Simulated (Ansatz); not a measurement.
Ideal-gas functions of BCl2HO, SMILES `OB(Cl)Cl` at 400 K and 1 bar, from an Ansatz frequency run at PBE0-D4/def2-TZVP.

Molar mass 98.72 g/mol, point group Cs (symmetry number 1), electronic degeneracy 1, moments of inertia 71.086, 163.917, 235.002 u Å². Harmonic wavenumbers (cm⁻¹, unscaled): 265, 355, 507, 566, 584, 867, 1129, 1383, 3870.

Use S(trans) = R[1.5 ln M + 2.5 ln T − 1.1517]; rotational temperatures θ = 24.2544 K / I; S(rot) = R[ln(√π/σ · √(T³/θAθBθC)) + 1.5]; for each mode x = 1.438777 ν̃/T, S = R[x/(eˣ − 1) − ln(1 − e⁻ˣ)] and H = RT x/(eˣ − 1); 1 cm⁻¹ = 0.0119627 kJ/mol; R = 8.31446 J/(mol·K).

Problem. By hand: the entropy, in J/(mol·K).

Solution. Translation 172.2. Rotation: θ = 0.3412, 0.148, 0.1032 K, giving 113.8. Vibration, mode by mode: 9.02, 6.82, 4.38, 3.71, 3.52, 1.58, 0.74, 0.35, 0.00, in all 30.1. Electronic 0.0. Sum 316.1 J/(mol·K).

Problem. By hand: H − E and G − E in kJ/mol, counted from the electronic energy.

Solution. Zero-point energy ½ × 9526 × 0.0119627 = 57.0; thermal vibration 7.6; translation, rotation and pV give 4 RT = 13.3. H − E = 77.9 kJ/mol, and G − E = 77.9 − 400 × 316.1/1000 = -48.5 kJ/mol.

Vibration gives 10 % of the entropy. The sum counts one conformer and one mirror image; others add a mixing term.
